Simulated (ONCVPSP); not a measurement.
## Before and after: ONCV potential for tantalum

- Element: Ta (Z = 73)
- Generator: ONCVPSP 4.0.1
- Type: optimised norm-conserving Vanderbilt (ONCV)
- Functional: revPBE
- Relativity: fully relativistic
- Frozen core: [Kr] 4d10 4f14
- Valence charge: 13
- Reference configuration: 5s2 5p6 5d3 6s1 (charge +1)
- Partial waves: 5s+6s: rc 1.60 bohr, ncon 4, nbas 7, qcut 6.9 1/bohr, 2 projectors; 5p: rc 1.25 bohr, ncon 3, nbas 6, qcut 6.8 1/bohr, 2 projectors, debl 2.8 Ha; 5d: rc 2.95 bohr, ncon 4, nbas 9, qcut 4.6 1/bohr, 2 projectors, debl 1.1 Ha
- Local potential: polynomial inside 0.90 bohr (lpopt 5, dvloc0 -1 Ha)
- Core correction: Teter function, fcfact 3, rcfact 1.35

Open shells are filled in proportion to 2j + 1.

All-electron outer shells of the reference configuration (revPBE, scalar-relativistic, ld1.x):

| shell | level (eV) | outermost node (bohr) | outermost maximum (bohr) |
| --- | --- | --- | --- |
| 5s | -80.15 | 0.54 | 0.98 |
| 5p | -46.57 | 0.58 | 1.13 |
| 4f | -31.84 | – | 0.44 |
| 6s | -11.52 | 1.32 | 2.68 |
| 5d | -10.41 | 0.65 | 1.56 |

Change: s: rc 1.98.

Cutoffs: the cutoffs (Ha) at which the residual kinetic energy of the hardest occupied pseudo-wave falls to 1 and 0.1 mHa per electron; they do not see the model core or the augmentation charge, which bear on the density cutoff. Errors are all-electron minus pseudo energies relative to the spin-unpolarised reference configuration.

Task: Predict the effect on cutoff, ghosts and configuration errors.

Result: The potential gets neither clearly harder nor softer (40 Ha and 92 Ha → 40 Ha and 92 Ha); both files keep a bound ghost (s); of the 4 tests that both files solve, the error grows in 0 and shrinks in 2 by more than 15 % and 0.3 meV (median size 2.5 → 2.1 meV).

```tsv
quantity	base	changed
cutoff, loose	40 Ha	40 Ha
cutoff, tight	92 Ha	92 Ha
loose cutoff by channel	s 20 Ha, p 40 Ha, d 8.5 Ha	s 15 Ha, p 40 Ha, d 8.5 Ha
bound ghosts	s	s
GHOST(+) flags under 300 eV	d5/2 at 158.4 eV, p3/2 at 167.0 eV, d3/2 at 174.9 eV, p1/2 at 214.8 eV	d5/2 at 158.4 eV, p3/2 at 167.0 eV, d3/2 at 174.9 eV, p1/2 at 214.8 eV
error for 5s2 5p6 5d3 6s2, meV [ΔE -8.40 eV]	+2.9	+2.1
error for 5s2 5p6 5d3 6s0, meV [ΔE 14.83 eV]	+1.7	-0.3
error for 5s2 5p6 5d2 6s0, meV [ΔE 38.31 eV]	+48	+47
error for 5s2 5p6 5d3 6s1 6p1, meV [ΔE -4.27 eV]	+2.0	+2.0
p3/2: phases at 1.27 bohr within 0.05 rad from the reference energy up to (Ha; the scan ends near 5)	to the end of the scan	to the end of the scan
p1/2: phases at 1.27 bohr within 0.05 rad from the reference energy up to (Ha; the scan ends near 5)	to the end of the scan	to the end of the scan
d5/2: phases at 2.99 bohr within 0.05 rad from the reference energy up to (Ha; the scan ends near 5)	3.1	3.1
d3/2: phases at 2.99 bohr within 0.05 rad from the reference energy up to (Ha; the scan ends near 5)	3.0	3.0
rms error of d²Exc/dni dnj with the model core, mHa	4.95	4.82
```

 A true bound ghost makes a file unfit for plane-wave use even where its test errors are small: the radial tests pick states by their node count and pass the ghost by.
